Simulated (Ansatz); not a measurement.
# Ligand exchange: C2H2Br2 + BH3 → C2H3Br + BH2Br

Species: C2H2Br2 `Br/C=C\Br`, singlet; BH3 (borane) `B`, singlet; C2H3Br (vinyl bromide) `C=CBr`, singlet; BH2Br `BBr`, singlet. The partners trade Br for H: C–Br and B–H bonds give way to C–H and B–Br.

Shapes, held fixed at every level: PBE0-D4/def2-TZVP. Programs: Ansatz 0.2.0. The zero-point and thermal change to 298 K, harmonic and unscaled (PBE0-D4/def2-TZVP), is +7.5 kJ/mol.

(1) Estimate ΔH(298 K) of this reaction.

Results:

(1) The highest level, CCSD(T)/def2-TZVPP, gives ΔH(298 K) = -142.9 kJ/mol; the levels span -145.8 to -138.9. The column of differences is taken from that level and isn't an error. No measured value is set beside it here. Relativity is left out for Br. Outer-core shells of Br are correlated in most correlated rows, in sets that cover them unevenly. Times are processor times on shared x86 and Arm servers, and rough.

```json
{"level": "SPW92/def2-TZVPP", "kind": "LDA", "ΔH(298 K) (kJ/mol)": "-145.3", "less CCSD(T)/def2-TZVPP": "-2.4", "CPU time (sum over the molecules)": "7.5 s"}
{"level": "PBE-D4/def2-TZVPP", "kind": "GGA", "ΔH(298 K) (kJ/mol)": "-141.3", "less CCSD(T)/def2-TZVPP": "+1.6", "CPU time (sum over the molecules)": "15 s"}
{"level": "r2SCAN-D4/def2-TZVPP", "kind": "meta-GGA", "ΔH(298 K) (kJ/mol)": "-145.8", "less CCSD(T)/def2-TZVPP": "-2.9", "CPU time (sum over the molecules)": "29 s"}
{"level": "BHLYP-D4/def2-TZVPP", "kind": "global hybrid", "ΔH(298 K) (kJ/mol)": "-142.7", "less CCSD(T)/def2-TZVPP": "+0.2", "CPU time (sum over the molecules)": "19 s"}
{"level": "wB97M-V/def2-TZVPP", "kind": "range-separated hybrid", "ΔH(298 K) (kJ/mol)": "-143.4", "less CCSD(T)/def2-TZVPP": "-0.5", "CPU time (sum over the molecules)": "66 s"}
{"level": "wB97X-V/def2-TZVPP", "kind": "range-separated hybrid", "ΔH(298 K) (kJ/mol)": "-140.7", "less CCSD(T)/def2-TZVPP": "+2.2", "CPU time (sum over the molecules)": "46 s"}
{"level": "MP2/def2-TZVPP", "kind": "perturbation theory", "ΔH(298 K) (kJ/mol)": "-138.9", "less CCSD(T)/def2-TZVPP": "+4.0", "CPU time (sum over the molecules)": "–"}
{"level": "CCSD(T)/def2-TZVPP", "kind": "coupled cluster or CI", "ΔH(298 K) (kJ/mol)": "-142.9", "less CCSD(T)/def2-TZVPP": "0.0", "CPU time (sum over the molecules)": "75 s"}
```
